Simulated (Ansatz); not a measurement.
Consider the cleavage of the Ge–In bond: `[Cl][InH][GeH3]` + `C=N` → `C=[N][GeH3]` + `[Cl][InH2]`.

Computed with Ansatz on PBE0-D4/def2-TZVP structures; ΔE is electronic, products minus reactants. CCSD(T)/CBS is the MP2 limit (def2-TZVPP, def2-QZVPP) plus CCSD(T) − MP2 in def2-TZVPP, frozen cores. This one scheme is used for every species. DFT in def2-TZVPP. B3LYP here is the variant with VWN-RPA as its local correlation; programs differ in this. HSE06 is defined as in plane-wave codes. Elements past krypton have def2 core potentials. For Ge, In outer-core shells are correlated without core-valence functions, which leaves a few kJ/mol of doubt a bond. Scalar relativity is left out up to krypton.

`[Cl][InH][GeH3]`:

Z-matrix (Å, degrees):
```
Ge
In 1 2.590
H 1 1.538 2 112.0
H 1 1.537 2 109.3 3 120.6
H 1 1.537 2 109.3 3 -120.6
Cl 2 2.353 1 111.2 3 179.8
H 2 1.715 1 137.2 3 -0.2
```

`C=N`:

```xyz
5

C    -0.327    0.209   -0.045
N     0.775   -0.041    0.516
H    -0.755   -0.369   -0.872
H    -0.914    1.060    0.304
H     1.220   -0.858    0.097
```

`C=[N][GeH3]`:

Z-matrix (Å, degrees):
```
Ge
N 1 1.863
H 1 1.534 2 107.5
H 1 1.534 2 107.4 3 -118.6
H 1 1.546 2 110.2 3 120.7
C 2 1.258 1 119.3 3 -120.8
H 6 1.097 2 119.6 1 180.0
H 6 1.103 2 125.1 1 0.0
```

`[Cl][InH2]`:

Z-matrix (Å, degrees):
```
In
Cl 1 2.343
H 1 1.705 2 112.5
H 1 1.705 2 112.5 3 180.0
```

(1) Is it downhill or uphill in electronic energy at CCSD(T)/CBS, and by how much? (An estimate is asked.)

(2) What do these levels give: r2SCAN-D4, HSE06-D4, B3LYP, LC-ωPBE, CCSD(T)/def2-TZVPP, HF/def2-QZVPP? (Best estimate.)

Largest T1 diagnostic among the species: 0.014.

Results:

(1) Ansatz gave: Uphill: ΔE = +0.65 eV.

(2) Ansatz gave: r2SCAN-D4 0.62, HSE06-D4 0.67, B3LYP 0.64, LC-ωPBE 0.58, CCSD(T)/def2-TZVPP 0.59, HF/def2-QZVPP 0.51 eV.

Leaving LDA and LC-ωPBE aside and taking each functional with its dispersion term where it has one, the values, not all of them listed here, spread over 0.20 eV, from B97M-V to HSE06-D4. LDA lies −0.05 eV from PBE without D4. From BLYP to BHLYP (50 % exact exchange), in def2-TZVPP and without D4, ΔE moves by −0.04 eV.
